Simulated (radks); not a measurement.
Q: The copper ion Cu6+ is in [Ar] 3d5. All-electron calculation, scalar-relativistic Kohn-Sham, r2SCAN, spin-polarised, spherical densities, finite nucleus; meta-GGA in the generalised Kohn-Sham scheme; Fermi nuclear charge, rms radius of each element as measured or else 0.836 A^(1/3) + 0.57 fm. Program: a radial shooting solver on a logarithmic mesh with Libxc functionals. Open shells are filled with parallel spins first. One electron is removed from 2p, 3s, 3p, 3d in turn, with full relaxation. Which removal costs least, and what does each cost?

A: 3d 139.91 eV; 3p 202.20 eV; 3s 247.82 eV; 2p 1089.7 eV. The 3d electron leaves first.
